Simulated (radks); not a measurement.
Isoelectronic series with 15 electrons, all held in the configuration [Ne] 3s2 3p3, which need not be the ground one along the series. All-electron calculation, scalar-relativistic Kohn-Sham, r2SCAN, spin-unpolarised, spherical densities, finite nucleus; meta-GGA in the generalised Kohn-Sham scheme; Fermi nuclear charge, rms radius of each element as measured or else 0.836 A^(1/3) + 0.57 fm. Program: a radial shooting solver on a logarithmic mesh with Libxc functionals. Total energies (hartree) and orbital eigenvalues (eV):

P: E (hartree) -342.01826; 3p -5.6182; 3s -14.5006; 2p -126.9958
S+: E (hartree) -398.73740; 3p -16.9544; 3s -28.3308; 2p -171.1308
Cl2+: E (hartree) -460.11927; 3p -31.8730; 3s -45.7649; 2p -222.8086
Ar3+: E (hartree) -526.15918; 3p -50.1487; 3s -66.5711; 2p -281.7434
K4+: E (hartree) -596.85901; 3p -71.6745; 3s -90.6443; 2p -347.7996
Ca5+: E (hartree) -672.22419; 3p -96.3903; 3s -117.9285; 2p -420.9026
Sc6+: E (hartree) -752.26255; 3p -124.2592; 3s -148.3915; 2p -501.0083
Ti7+: E (hartree) -836.98366; 3p -155.2580; 3s -182.0147; 2p -588.0906
V8+: E (hartree) -926.39848; 3p -189.3714; 3s -218.7877; 2p -682.1342
Cr9+: E (hartree) -1020.51903; 3p -226.5898; 3s -258.7061; 2p -783.1312
Mn10+: E (hartree) -1119.35847; 3p -266.9071; 3s -301.7689; 2p -891.0787
Fe11+: E (hartree) -1222.93096; 3p -310.3198; 3s -347.9783; 2p -1005.978
Co12+: E (hartree) -1331.25146; 3p -356.8267; 3s -397.3387; 2p -1127.832
Ni13+: E (hartree) -1444.33609; 3p -406.4278; 3s -449.8562; 2p -1256.647
Cu14+: E (hartree) -1562.20107; 3p -459.1244; 3s -505.5383; 2p -1392.432
Zn15+: E (hartree) -1684.86459; 3p -514.9189; 3s -564.3940; 2p -1535.195
Ga16+: E (hartree) -1812.34483; 3p -573.8144; 3s -626.4334; 2p -1684.948
Ge17+: E (hartree) -1944.66114; 3p -635.8148; 3s -691.6674; 2p -1841.702
As18+: E (hartree) -2081.83416; 3p -700.9245; 3s -760.1082; 2p -2005.470
Se19+: E (hartree) -2223.88449; 3p -769.1486; 3s -831.7687; 2p -2176.268
Br20+: E (hartree) -2370.83442; 3p -840.4925; 3s -906.6627; 2p -2354.109
Kr21+: E (hartree) -2522.70661; 3p -914.9624; 3s -984.8048; 2p -2539.010
Rb22+: E (hartree) -2679.52498; 3p -992.5645; 3s -1066.211; 2p -2730.987
Sr23+: E (hartree) -2841.31405; 3p -1073.306; 3s -1150.896; 2p -2930.058
